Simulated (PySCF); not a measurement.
Isomers of C3H6F4OSi.

All values: PBE0/pcSseg-1 (PySCF) at GFN2-xTB geometries, gas phase, one conformer each.

Question: Rank by HOMO–LUMO gap, lowest first.
A. `[CH3:1][CH2:2][O:3][Si@@H:4]([F:5])[C:6]([F:7])([F:8])[F:9]` with C1–C2–O3–Si4 161°, C2–O3–Si4–F5 -172°
B. `[CH3:1][O:2][SiH2:3][C@@H:4]([F:5])[C:6]([F:7])([F:8])[F:9]` with C1–O2–Si3–C4 -63°, O2–Si3–C4–F5 67°
C. `[F:1][CH2:2][CH2:3][CH2:4][O:5][Si:6]([F:7])([F:8])[F:9]` with F1–C2–C3–C4 -61°, C2–C3–C4–O5 -179°, C3–C4–O5–Si6 -179°
D. `[F:1][CH2:2][SiH2:3][CH2:4][O:5][C:6]([F:7])([F:8])[F:9]` with F1–C2–Si3–C4 -164°, C2–Si3–C4–O5 -39°, Si3–C4–O5–C6 -73°

Answer: B (8.57 eV), D (8.91 eV), A (9.11 eV), C (10.23 eV).

Question: Rank by dipole moment, lowest first.
A. `[F:1][CH2:2][CH2:3][CH2:4][O:5][Si:6]([F:7])([F:8])[F:9]` with F1–C2–C3–C4 -61°, C2–C3–C4–O5 -179°, C3–C4–O5–Si6 -179°
B. `[CH3:1][O:2][SiH2:3][C@@H:4]([F:5])[C:6]([F:7])([F:8])[F:9]` with C1–O2–Si3–C4 -63°, O2–Si3–C4–F5 67°
C. `[CH3:1][CH2:2][O:3][Si@@H:4]([F:5])[C:6]([F:7])([F:8])[F:9]` with C1–C2–O3–Si4 161°, C2–O3–Si4–F5 -172°
D. `[F:1][CH2:2][SiH2:3][CH2:4][O:5][C:6]([F:7])([F:8])[F:9]` with F1–C2–Si3–C4 -164°, C2–Si3–C4–O5 -39°, Si3–C4–O5–C6 -73°

Answer: D (2.34 D), B (2.49 D), A (3.12 D), C (3.44 D).

All values together:

```
                   SMILES  μ (D)  HOMO (eV)  LUMO (eV)  lowest IAO charge (e)  highest IAO charge (e)  lowest Hirshfeld charge (e)  highest Hirshfeld charge (e)
CO[SiH2][C@@H](F)C(F)(F)F   2.49      -8.40       0.17             -0.639 (O)             +1.014 (Si)                   -0.225 (O)                   +0.392 (Si)
         FCCCO[Si](F)(F)F   3.12      -9.47       0.76             -0.644 (O)             +1.927 (Si)                   -0.214 (O)                   +0.637 (Si)
       FC[SiH2]COC(F)(F)F   2.34      -8.63       0.29             -0.352 (C)              +0.943 (C)                   -0.132 (O)                   +0.333 (Si)
    CCO[Si@@H](F)C(F)(F)F   3.44      -8.90       0.21             -0.641 (O)             +1.406 (Si)                   -0.213 (O)                   +0.483 (Si)
```

Conformers: `[CH3:1][O:2][SiH2:3][C@@H:4]([F:5])[C:6]([F:7])([F:8])[F:9]` with C1–O2–Si3–C4 -63°, O2–Si3–C4–F5 67°; `[F:1][CH2:2][CH2:3][CH2:4][O:5][Si:6]([F:7])([F:8])[F:9]` with F1–C2–C3–C4 -61°, C2–C3–C4–O5 -179°, C3–C4–O5–Si6 -179°; `[F:1][CH2:2][SiH2:3][CH2:4][O:5][C:6]([F:7])([F:8])[F:9]` with F1–C2–Si3–C4 -164°, C2–Si3–C4–O5 -39°, Si3–C4–O5–C6 -73°; `[CH3:1][CH2:2][O:3][Si@@H:4]([F:5])[C:6]([F:7])([F:8])[F:9]` with C1–C2–O3–Si4 161°, C2–O3–Si4–F5 -172°.
